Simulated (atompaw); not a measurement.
# What one change does to a pseudopotential (hafnium, PAW (atompaw))

Hf (Z = 72), PAW, made with atompaw 4.2.0.5 (PBE, scalar-relativistic). Core [Kr] 4d10 4f14 5s2, reference 5p6 5d2 6s1 6p0 (charge +1). Waves: 6s (bound): rc 2.35 bohr; 6s channel at 1.15 Ry: rc 2.45 bohr; 5p (bound): rc 2.00 bohr; 6p (bound, empty): rc 2.45 bohr; 5d (bound): rc 2.45 bohr; 5d channel at 2.45 Ry: rc 2.10 bohr. Local part: bessel scheme, radius 2.05 bohr. Core correction: smooth core density matched at 1.50 bohr. Augmentation charge: sinc compensation charge, radius 2.15 bohr; PAW radius 2.45 bohr; waves and projectors: custom polynom vanderbiltortho.

Change: core [Kr] 4d10 4f14, valence charge 12; reference 5s2 5p6 5d2 6s1 6p0; waves now 5s (bound): rc 1.40 bohr; 6s (bound): rc 2.00 bohr; 5p (bound): rc 1.45 bohr; 6p (bound): rc 3.00 bohr; 5d (bound): rc 3.00 bohr; 5d channel at 0.2 Ry: rc 3.00 bohr; local potential bessel scheme, radius 2.35 bohr; core correction smooth core density matched at 2.40 bohr; augmentation sinc compensation charge, radius 3.00 bohr; PAW radius 3.00 bohr; waves and projectors: custom polynom vanderbiltortho.

Cutoffs: the cutoffs (Ry, on a coarse ladder) from which the occupation-weighted sum of valence levels, in a spherical-Bessel basis at the reference potential, stays within 10 and 1 mRy of its value at 400 Ry; they do not see the model core or the augmentation charge, which bear on the density cutoff.

Problem. What does the change do?

Solution. The potential gets harder (21 Ry and 35 Ry → 30 Ry and 50 Ry); the bound ghost in s disappears. The added semicore shells are compact, so their waves need more plane waves. Several settings change at once here, so the effects cannot be laid on one of them.

```csv
quantity,base,changed
"cutoff, loose",21 Ry,30 Ry
"cutoff, tight",35 Ry,50 Ry
loose cutoff by channel (10 mRy a level),"s 6 Ry, p 15 Ry, d 12 Ry","s 21 Ry, p 21 Ry, d 8 Ry"
bound ghosts,s,none
lowest overlap eigenvalue by channel,"s 0.17, p 0.66, d 1.00","s 0.66, p 0.51, d 0.92"
```

 A true bound ghost makes a file unfit for plane-wave use even where its test errors are small: the radial tests pick states by their node count and pass the ghost by. The cutoffs see the waves, projectors and local potential, not the compensation charge or the core.
